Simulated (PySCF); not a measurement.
Al(H)(OMe)(OSiH3) (CH7AlO2Si), SMILES C[O][AlH][O][SiH3]. Atoms are numbered in the order given.

```xyz
12

Al    -0.6771     0.6698     0.8240
H     -1.1884     1.0769     2.2475
O     -1.2708     1.5177    -0.5091
C     -1.1572     1.5634    -1.8915
H     -0.7924     2.5529    -2.2200
H     -0.4625     0.8015    -2.2922
H     -2.1403     1.4024    -2.3684
O      0.4424    -0.5875     0.6164
Si     1.5251    -1.7783     0.2786
H      0.9584    -3.1127     0.6423
H      2.7877    -1.5665     1.0498
H      1.8580    -1.7876    -1.1801
```

Coordinates come from a PBE0-D3(BJ)/def2-SVP optimisation. The structure was generated by enumeration; whether it is a known compound was not checked. Other conformers were not sampled.

The numbers are results of B3LYP/pcSseg-1 (PySCF), not measurements.

GIAO shieldings, no solvent; atoms alike by connectivity are averaged. δ = σ(ref) − σ: ¹H against TMS (σ = 31.68 ppm); ¹⁷O against H2O (σ = 333.8 ppm); ¹³C against TMS (σ = 181.3 ppm); ²⁹Si against TMS (σ = 338.7 ppm), references at their B3LYP-D3(BJ)/def2-TZVP geometries, non-relativistic.

Computed chemical shifts:
```tsv
nucleus	atoms	count	δ (ppm)
¹H	H10, H11, H12	3	5.34
¹H	H5, H6, H7	3	4.30
¹H	H2	1	3.93
¹⁷O	O8	1	40.5
¹⁷O	O3	1	39.7
¹³C	C4	1	56.9
²⁹Si	Si9	1	-47.7
```
